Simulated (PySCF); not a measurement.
# B²⁺: excitation energy

B²⁺ [He] 2s1 (2S) → B²⁺ [He] 2p1 (2P), as a difference of total energies. Calculation: PySCF 2.14, in aug-cc-pVQZ with one added diffuse shell each of s, p, d, f, g type (7s6p5d4f3g, 105 functions); the non-relativistic Hamiltonian (point nucleus). The calculations carry no spin-orbit coupling.

```json
{"method": "UHF", "excitation energy (eV)": "6.051"}
{"method": "LDA", "excitation energy (eV)": "5.359"}
{"method": "PBE", "excitation energy (eV)": "5.299"}
{"method": "r2SCAN", "excitation energy (eV)": "5.369"}
{"method": "BP86", "excitation energy (eV)": "5.238"}
{"method": "HSE06", "excitation energy (eV)": "5.463"}
{"method": "B97-3", "excitation energy (eV)": "5.337"}
```

Estimate what LC-wPBE gives.

5.502 eV, closest to HSE06 among the rows shown.

Estimate what PBE0 gives.

5.489 eV, closest to HSE06 among the rows shown.
